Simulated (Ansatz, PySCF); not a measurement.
System: silylphosphine, SiPH₅, net charge 0, singlet state. SMILES: [SiH3]P
Structure (B3LYP-D3(BJ)/def2-TZVP (Ansatz, a quantum-chemistry and plane-wave program) minimum search):
```
Si
H 1 1.4814
H 1 1.4814 2 109.01
H 1 1.4818 2 108.98 3 -118.83
P 1 2.2675 2 107.93 4 -124.18
H 5 1.4194 1 94.18 2 168.19
H 5 1.4194 6 93.73 1 94.47
```

Unscaled harmonic wavenumbers (cm⁻¹) in rising order, each level at the stationary point that it reaches from this structure (no distance between atoms moves by over 0.3 Å); the order of modes can differ between levels, and a negative number is imaginary. B3LYP-D3(BJ)/def2-TZVP (PySCF, at the structure above): 172, 441, 466, 485, 732, 786, 912, 950, 960, 1101, 2219, 2229, 2232, 2381, 2388.

HF/6-31G* (Ansatz): 175, 485, 520, 539, 816, 869, 1007, 1030, 1042, 1232, 2377, 2385, 2385, 2591, 2593. Zero-point energy 28.7 against 26.4 kcal/mol; where all levels lie over 400 cm⁻¹, the wavenumbers are on average 1.095 times those of B3LYP-D3(BJ)/def2-TZVP.

B3LYP/6-31G* (Ansatz): 171, 443, 476, 490, 750, 802, 914, 946, 957, 1131, 2237, 2253, 2259, 2394, 2406. Zero-point energy 26.6 against 26.4 kcal/mol; where all levels lie over 400 cm⁻¹, the wavenumbers are on average 1.011 times those of B3LYP-D3(BJ)/def2-TZVP.
